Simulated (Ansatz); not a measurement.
Clusters of 7 atoms, chalcogenide: PBE-D4/def2-SVP single points in Ansatz on relaxed structures, gas phase. Each cluster is the lowest isomer that a short search found in that spin, judged at the geometry's level, and lower ones may exist. Core potentials for Ag, Au, Nb, Pd, Te, no spin–orbit coupling. HOMO and LUMO are taken over both spins. Singlets are spin-restricted. The structures are stationary points that may keep the symmetry of their start. Remarks come from the PBE and PBE0 runs and from stability tests at other levels; not every state was tested.

```json
{"species": "Nb3Te4⁺", "atoms": "7", "state": "singlet", "geometry": "PBE-D4/def2-SVP", "HOMO (eV)": "-8.99", "LUMO (eV)": "-7.88", "gap (eV)": "1.11", "point group (within 0.1 Å)": "Cs", "remarks": "restricted SCF unstable in HF"}
{"species": "Ti3Se4⁺", "atoms": "7", "state": "doublet", "geometry": "PBE-D4/def2-SVP", "HOMO (eV)": "-9.28", "LUMO (eV)": "-8.64", "gap (eV)": "0.64", "point group (within 0.1 Å)": "Cs", "remarks": "spin-contaminated (⟨S²⟩ up to 1.29)"}
{"species": "Ag5Te2⁺", "atoms": "7", "state": "singlet", "geometry": "PBE-D4/def2-SVP", "HOMO (eV)": "-8.85", "LUMO (eV)": "-7.73", "gap (eV)": "1.13", "point group (within 0.1 Å)": "–", "remarks": "–"}
{"species": "Au5Se2⁺", "atoms": "7", "state": "singlet", "geometry": "PBE0-D4/def2-SVP", "HOMO (eV)": "-9.86", "LUMO (eV)": "-7.67", "gap (eV)": "2.19", "point group (within 0.1 Å)": "C2", "remarks": "–"}
{"species": "Pd4S3", "atoms": "7", "state": "singlet", "geometry": "r2SCAN-D4/def2-SVP", "HOMO (eV)": "-5.18", "LUMO (eV)": "-4.67", "gap (eV)": "0.50", "point group (within 0.1 Å)": "C3v", "remarks": "restricted SCF unstable in HF, restricted, untested"}
{"species": "Ti4S3⁺", "atoms": "7", "state": "doublet", "geometry": "PBE-D4/def2-SVP", "HOMO (eV)": "-7.58", "LUMO (eV)": "-7.04", "gap (eV)": "0.54", "point group (within 0.1 Å)": "C3v", "remarks": "quartet 0.12 eV lower at PBE0-D4/def2-TZVP (not tabulated), spin-contaminated (⟨S²⟩ up to 2.30)"}
```

The gap (eV) runs from 0.50 (Pd4S3) to 2.19 (Au5Se2⁺).
